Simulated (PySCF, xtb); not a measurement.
C2H3BN2O, SMILES B1(O)N=CN=C1. One conformer was computed; it need not be the lowest.

Harmonic wavenumbers (cm⁻¹) from GFN2-xTB (xtb) at its own minimum, in rising order: 130, 311, 351, 540, 571, 696, 767, 816, 820, 895, 915, 943, 1053, 1171, 1219, 1443, 1596, 1673, 3079, 3106, 3579.

Problem. What does PBE0-D3(BJ)/def2-SVP run with PySCF 2.14.0 give at its own minimum? (An estimate is asked for; the answer gives what the named calculation found.)

Solution. 154, 353, 391, 585, 608, 722, 813, 846, 906, 919, 1009, 1023, 1196, 1284, 1350, 1538, 1650, 1712, 3168, 3183, 3861. Paired by order, the mean absolute difference is 76 cm⁻¹ and the zero-point energies are 36.7 and 39.0 kcal/mol.
